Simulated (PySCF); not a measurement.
A side-by-side comparison of computed properties.

First species: C5H8P2.
SMILES: `C=C/P=P\C(=C)C`

Second species: C₆H₆O₂.
Geometry (GFN2-xTB, Å), atoms numbered from 1 in this order:
```xyz
14
C6H6O2 angstrom
C     -2.8525    1.6992    0.3011
C     -2.4044    0.5920    0.1757
C     -1.9059   -0.7157    0.0250
C     -0.6262   -0.9979   -0.2317
O      0.3241   -0.0315   -0.3528
C      1.6094   -0.4658   -0.7130
C      2.5778    0.6845   -0.5894
O      3.7470    0.6157   -0.8318
H     -3.2401    2.6675    0.4093
H     -2.6162   -1.5224    0.1269
H     -0.2903   -2.0230   -0.3456
H      1.9554   -1.2869   -0.0662
H      1.6296   -0.8312   -1.7522
H      2.0917    1.6148   -0.2471
```

Levels: CAM-B3LYP/def2-SVPD for dipole moment, HOMO energy, LUMO energy, HOMO–LUMO gap, static isotropic polarisability and electronic spatial extent ⟨r²⟩ about the centre of nuclear charge; TDDFT CAM-B3LYP/def2-SVPD for lowest singlet excitation; TDA CAM-B3LYP/def2-SVPD for lowest triplet excitation (Tamm–Dancoff); GFN2-xTB for rotational constant A and rotational constant C. Geometries: GFN2-xTB. Each species is one conformer at its optimised geometry, gas phase, non-relativistic unless stated; the electronic structure was computed with PySCF and density fitting.

Dipoles, sizes and rotational constants follow the conformer. The torsions of the flexible species, by atom-mapped SMILES:
- `[CH2:1]=[CH:2]/[P:3]=[P:4]\[C:5](=[CH2:6])[CH3:7]`: C1–C2–P3–P4 74°, P3–P4–C5–C6 -97°
- `[CH:1]#[C:2]/[CH:3]=[CH:4]\[O:5][CH2:6][CH:7]=[O:8]`: C3–C4–O5–C6 -176°, C4–O5–C6–C7 -171°, O5–C6–C7–O8 180°

```tsv
property	column X	column Y
dipole moment	2.14 D	2.37 D
HOMO energy	-7.97 eV	-8.23 eV
LUMO energy	-0.24 eV	-1.45 eV
HOMO–LUMO gap	7.73 eV	6.78 eV
lowest singlet excitation	4.29 eV	3.24 eV
lowest triplet excitation (Tamm–Dancoff)	3.31 eV	2.02 eV
static isotropic polarisability	82.2 au	111.5 au
electronic spatial extent ⟨r²⟩ about the centre of nuclear charge	1419 bohr²	1086 bohr²
rotational constant A	5.649 GHz	2.215 GHz
rotational constant C	0.742 GHz	1.220 GHz
```

Question: Which column belongs to which species?

Answer: Column X is the second species and column Y the first. The first has 15 atoms and 68 electrons, the second 14 and 58.

Question: How does each property change from the first species to the second?

Answer: dipole moment -0.23 D; HOMO energy +0.26 eV; LUMO energy +1.21 eV; HOMO–LUMO gap +0.95 eV; lowest singlet excitation +1.05 eV; lowest triplet excitation (Tamm–Dancoff) +1.29 eV; static isotropic polarisability -29.3 au; electronic spatial extent ⟨r²⟩ about the centre of nuclear charge +333 bohr²; rotational constant A +3.434 GHz; rotational constant C -0.478 GHz.

On the first: The vertical singlet–triplet gap S1 − T1 is 1.22 eV (TDDFT singlet less Tamm–Dancoff triplet; S1: HOMO→LUMO, weight 0.96; T1: HOMO−1→LUMO, weight 0.87). The polarisability is 16.52 Å³ as a volume (1 au = 0.148185 Å³), or 1.64 au for each of the 68 electrons.

On the second: The principal polarisabilities are 51.7, 77.0 and 117.9 au; their mean is the isotropic value.
